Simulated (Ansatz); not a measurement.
Stepwise reaction of `COB(Br)Br` with methanol, as a gas-phase model of exchange steps in deposition or etching. ΔE in kJ/mol.

Calculated with Ansatz (gas phase, PBE0-D4/def2-TZVP geometries, no zero-point term in ΔE). CCSD(T)/CBS is the MP2 limit (def2-TZVPP, def2-QZVPP) plus CCSD(T) − MP2 in def2-TZVPP, frozen cores. This one scheme is used for every species. Functionals use def2-TZVPP. B3LYP here is the variant with VWN-RPA as its local correlation; programs differ in this. For Br outer-core shells are correlated without core-valence functions, which leaves a few kJ/mol of doubt a bond. Scalar relativity is left out up to krypton. Each species was taken in one conformer, which may not be the lowest.

```json
{"step": "2", "reaction": "`COB(Br)OC` + CH₃OH → `COB(OC)OC` + HBr", "PBE-D4": "-40.4", "B3LYP-D4": "-50.9", "ωB97M-V": "-49.2", "CCSD(T)/CBS": "-45.1"}
```

**Question.** Give the row of step 1, `COB(Br)Br` + CH₃OH → `COB(Br)OC` + HBr. (Best estimate.)

**Answer.** Computed: 
```
step                                 reaction  PBE-D4  B3LYP-D4  ωB97M-V  CCSD(T)/CBS
   1  `COB(Br)Br` + CH₃OH → `COB(Br)OC` + HBr   -52.8     -64.1    -64.2        -58.5
```

**Question.** By hand: ΔE of the 2 steps together at CCSD(T)/CBS.

**Answer.** (-58.5) + (-45.1) = -103.6 kJ/mol, or -51.8 kJ/mol a step.

In ΔE each step is higher than the one before. All are downhill at CCSD(T)/CBS. PBE-D4 differs from CCSD(T)/CBS by 4.7 to 5.7 kJ/mol a step. Isolated molecules leave out the surface, adducts and barriers. Largest T1 diagnostic: 0.012.
